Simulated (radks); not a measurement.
Values are calculated unless marked as measured or tabulated.
Ionisation of Re2+, [Xe] 4f14 5d5, to Re3+, [Xe] 4f14 5d4, under several functionals. Scalar-relativistic Kohn-Sham, spin-polarised, spherical densities, finite nucleus; open shells are filled with parallel spins first (spin-orbit coupling, left out, can overturn this in heavy ions); a radial shooting solver on a logarithmic mesh with Libxc functionals.

functional                                      E(Re2+) (hartree)  Exc (hartree)  IE (eV)  -e(HOMO) (eV)  <r> HOMO (bohr)  IE error (eV)
revPBE                                                -16689.0251      -330.4948   28.347         22.632            1.765         +1.347
SCAN                                                  -16691.1818      -331.5157   28.628         22.926            1.757         +1.628
BLYP                                                  -16689.5929      -331.0295   28.084         22.355            1.773         +1.084
exchange-only r2SCAN                                  -16686.0686      -326.2364   27.815         22.173            1.765         +0.815
TASK exchange with Perdew-Wang LDA correlation        -16688.4547      -328.1568   28.743         23.047            1.725         +1.743
LDA (Slater exchange, VWN5 correlation)               -16679.0298      -320.4978   28.553         22.835            1.770         +1.553
B86b exchange with PBE correlation                    -16689.9087      -331.3719   28.418         22.702            1.767         +1.418
Wu-Cohen GGA                                          -16687.4928      -328.9508   28.437         22.721            1.767         +1.437
HCTH/407                                              -16698.4121      -340.3036   28.778         23.018            1.738         +1.778
LDA (Slater exchange, Perdew-Wang correlation)        -16678.9977      -320.4653   28.545         22.828            1.770         +1.545

NIST Atomic Spectra Database: 27 eV (theoretical). Closest: exchange-only r2SCAN. The Delta-SCF values span 0.96 eV, the total energies 19.41 hartree. The highest occupied level is 5d. Open shells are spherical and high-spin; term and fine-structure splittings are not resolved. Spin-orbit splitting is averaged out at the scalar-relativistic level.
